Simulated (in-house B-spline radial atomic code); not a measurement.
## RPA and G0W0 on LDA VWN5: the xenon ion Xe⁷⁺

Configuration [Kr] 4d10 5s1, highest spin, mean-field start LDA VWN5. Computed with a B-spline radial code for spherical atoms: all electrons, non-relativistic, point nucleus, each spin shell either full or empty, empty states to l = 9 with an (l + 1/2)⁻⁴ tail; G0W0 by contour deformation at full frequency.

Without relativity these are model numbers: it shifts the levels of so heavy an element strongly and can reorder them.

Command:
```bash
python run_gw.py task.json out
```
Settings (radii: box in bohr, nucleus in fm):
```
Z                        54
electrons                47
configuration            [Kr] 4d10 5s1
hamiltonian              nr
method                   lda,vwn
lmax                     9
spin_polarised           True
box_radius               8.41
intervals                51
ion_configuration        [Kr] 4d10
```

Run time, properties included: 8.3 s on 1 thread of Arm Neoverse N1 (shared host).

Energies (hartree):

```csv
term,value
mean-field total,-7217.20090
Hartree-Fock functional on these orbitals,-7220.80656
direct second order,-4.2022
second-order exchange,1.1553
SOSEX correction,1.0826
```

Problem. What is the RPA correlation energy, and what remains with SOSEX?

Solution. RPA gives -3.7375 hartree (-2.16 eV per electron); RPA + SOSEX gives -2.6549, and the second-order doubles -3.0469 hartree (no singles). RPA lacks exchange-type terms and so overcorrelates at short range.

Quasi-particle levels (eV):

```
  level  occupied  mean field  Σx - vxc     Σc  QP weight     G0W0
  5s up       yes      -97.53     -3.42      ?          ?        ?
4d down       yes     -152.57    -12.87   0.54      0.957  -164.90
  4d up       yes     -152.90    -12.89   0.55      0.954  -165.24
5s down        no      -95.89      9.82  -3.27      0.952   -89.35
```

G0W0 = mean field + (Σx - vxc) + Σc, with Σc (partial-wave tail included) taken at the quasi-particle energy. Only the outer levels were computed. Levels of low weight are left out.

Problem. Where does G0W0 put 5s up?

Solution. At -103.41 eV, with Σc = -2.45 eV and a quasi-particle weight of 0.971. The tabulated removal energy is 105.978 ± 0.0025 eV (NIST, measured); the calculation leaves out relativity, Breit and QED terms, and what these don't explain is the method's own error.

Problem. What does it cost to remove one electron (to [Kr] 4d10) by differences of total energies, each species on its own start (correlation terms add to the Hartree-Fock functional)?

Solution. LDA VWN5 103.78 eV, Hartree-Fock functional 100.70 eV, + RPA 103.09 eV, + RPA + SOSEX 102.27 eV, + second order 103.30 eV. Tabulated: 105.978 ± 0.0025 eV (NIST, measured); the calculation leaves out relativity, Breit and QED terms, and what these don't explain is the method's own error.
